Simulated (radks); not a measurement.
Task: The mean radii <r> (bohr) of the occupied orbitals of an atom or ion are listed with their occupations. All-electron calculation, scalar-relativistic Kohn-Sham, r2SCAN, spin-polarised, spherical densities, finite nucleus; meta-GGA in the generalised Kohn-Sham scheme; Fermi nuclear charge, rms radius of each element as measured or else 0.836 A^(1/3) + 0.57 fm. Program: a radial shooting solver on a logarithmic mesh with Libxc functionals.

| orbital | occ. | <r> |
|---|---|---|
| 1s down | 1 | 0.05410 |
| 1s up | 1 | 0.05410 |
| 2s up | 1 | 0.2446 |
| 2s down | 1 | 0.2444 |
| 2p up | 3 | 0.2153 |
| 2p down | 3 | 0.2151 |
| 3s up | 1 | 0.7396 |
| 3s down | 1 | 0.7416 |
| 3p up | 3 | 0.7778 |
| 3p down | 3 | 0.7811 |
| 3d up | 5 | 0.9516 |
| 3d down | 3 | 0.9803 |

Name the element and its charge. Open shells, if any, are filled with parallel spins first.

Result: Z = 28, nickel, charge +2: Ni2+ in [Ar] 3d8. The 1s radius gives Z: for a bare nucleus <r> = (2 gamma + 1)/(2Z) with gamma = sqrt(1 - (Z/c)^2), 0.05282 bohr for Z = 28, and screening makes it slightly larger (0.05410 here). The occupations add up to 26, and the charge is Z minus that.
